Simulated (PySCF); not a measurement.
## Atomic charges by several schemes

C₄H₈O₂Si.
Atom-mapped SMILES: `[CH3:1][O:2][CH2:3][SiH2:4][CH:5]=[C:6]=[O:7]` (hydrogens: H8, H9, H10 on C1; H11, H12 on C3; H13, H14 on Si4; H15 on C5)

Structure used (GFN2-xTB), in Å, numbered top down from 1:
```
atom  x, y, z in Å
C1    -2.207    0.737   -0.237
O2    -0.986    0.079   -0.442
C3    -0.458   -0.509    0.729
Si4    1.188   -1.298    0.186
C5     2.282    0.072   -0.488
C6     1.818    1.253   -0.724
O7     1.365    2.308   -0.893
H8    -2.103    1.545    0.499
H9    -2.978    0.040    0.116
H10   -2.506    1.156   -1.196
H11   -1.164   -1.248    1.133
H12   -0.317    0.254    1.507
H13    0.917   -2.309   -0.842
H14    1.843   -1.908    1.353
H15    3.303   -0.165   -0.723
```

Density: PBE0/pcSseg-1 (PySCF); schemes: Mulliken, IAO, Hirshfeld and ESP-fitted. Isolated species at its GFN2-xTB geometry (one conformer only).

Problem. At which atom do the 4 schemes differ most?

Solution. At C5: from -0.927 (ESP-fitted) to -0.224 e (Hirshfeld), 0.703 e apart.

Problem. For which atoms does the sign change between the 4 schemes (beyond +0.03 e in one, beyond −0.03 e in another)?

Solution. For none.

Problem. Do the Mulliken, IAO, Hirshfeld and ESP-fitted schemes agree on where the charge is highest?

Solution. All schemes agree: Mulliken Si4 (+0.781); IAO Si4 (+0.827); Hirshfeld Si4 (+0.348); ESP-fitted Si4 (+0.629).

Problem. Tabulate the Mulliken, IAO, Hirshfeld and ESP-fitted charges.

Solution. In e:

```tsv
atom	environment	Mulliken	IAO	Hirshfeld	ESP-fitted
C1	methoxy carbon	-0.021	-0.198	-0.039	-0.208
O2	ether oxygen	-0.528	-0.391	-0.140	-0.185
C3	sp3 carbon bound to oxygen	-0.264	-0.331	-0.089	-0.360
Si4	SiH2 silicon	+0.781	+0.827	+0.348	+0.629
C5	outer carbon of cumulated double bonds	-0.645	-0.682	-0.224	-0.927
C6	central carbon of a ketene	+0.388	+0.464	+0.196	+0.628
O7	oxygen bonded to C	-0.277	-0.298	-0.156	-0.324
H8	methyl hydrogen	+0.090	+0.123	+0.037	+0.110
H9	methyl hydrogen	+0.087	+0.120	+0.036	+0.102
H10	methyl hydrogen	+0.124	+0.160	+0.052	+0.124
H11	methylene hydrogen	+0.125	+0.128	+0.035	+0.135
H12	methylene hydrogen	+0.125	+0.126	+0.033	+0.162
H13	Si–H hydrogen	-0.075	-0.123	-0.075	-0.106
H14	Si–H hydrogen	-0.095	-0.132	-0.079	-0.120
H15	hydrogen on C5	+0.184	+0.207	+0.065	+0.340
```

Mean size of the charges over all atoms: ESP-fitted 0.297 e, IAO 0.287 e, Mulliken 0.254 e, Hirshfeld 0.107 e. Each set sums to the total charge, 0, to within 0.001 e. The Hirshfeld scheme divides the density at each point in proportion to the densities of the neutral, spherically averaged free atoms.

Problem. How many electrons does the IAO scheme count on C1?

Solution. Z − q = 6 − (-0.198) = 6.198.

Problem. Sum the charges by element, for elements with more than one atom.

Solution. 
| element | atoms | Mulliken | IAO | Hirshfeld | ESP-fitted |
| --- | --- | --- | --- | --- | --- |
| C | 4 | -0.542 | -0.746 | -0.156 | -0.868 |
| O | 2 | -0.805 | -0.689 | -0.296 | -0.508 |
| H | 8 | +0.567 | +0.608 | +0.104 | +0.747 |
